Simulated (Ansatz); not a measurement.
NbSe(OH)3 (NbSeO3H3). Total charge 0; singlet. Geometry r2SCAN-D4/def2-SVP, basis def2-TZVP, Ansatz.

```
run  HOMO (eV)  LUMO (eV)
  A      -5.98      -2.43
  B      -9.53       1.53
  C      -6.43      -2.49
  D      -6.86      -2.22
  E      -7.26      -1.85
  F      -6.38      -2.39
```

In the def2 sets Nb takes a core potential; there is no spin–orbit coupling. HSE06 is defined as in plane-wave codes, on full-range PBE exchange.

Q: The runs used B97M-V, BLYP, HF, HSE06, PBE0, r2SCAN. Estimate which is which.

A: A BLYP (0 % exact exchange); B HF (100 % exact exchange); C r2SCAN (0 % exact exchange); D HSE06 (range-separated); E PBE0 (25 % exact exchange); F B97M-V (0 % exact exchange). Exact exchange lowers occupied and raises empty levels; among semilocal functionals meta-GGAs tend to open the gap a little, and such runs are hard to tell apart. The gap grows from 3.56 eV (BLYP) to 11.06 eV (HF).
